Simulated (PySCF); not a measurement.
Ionisation energy of Ni by level of theory

Ni [Ar] 3d8 4s2 (3F) → Ni⁺ [Ar] 3d9 (2D), as a difference of total energies. Calculation: PySCF 2.14, in jorge-DZP-DKH; the spin-free X2C one-electron Hamiltonian (Gaussian nucleus). Correlated levels: valence: [Ar] frozen. The calculations carry no spin-orbit coupling.

Q: Order these methods by the ionisation energy they give, lowest first.
A. SCS-MP2 (valence)
B. M06-2X
C. MP2 (valence)
D. UHF

A: C (7.609 eV), A (7.816 eV), B (8.392 eV), D (8.666 eV).

The reference lies between the lowest fine-structure levels, while these numbers refer to the centres of the terms.

Errors of the correlated levels include the incompleteness of this basis and the frozen core.

For comparison: 7.640 eV (measured; NIST Atomic Spectra Database, ionization energies).
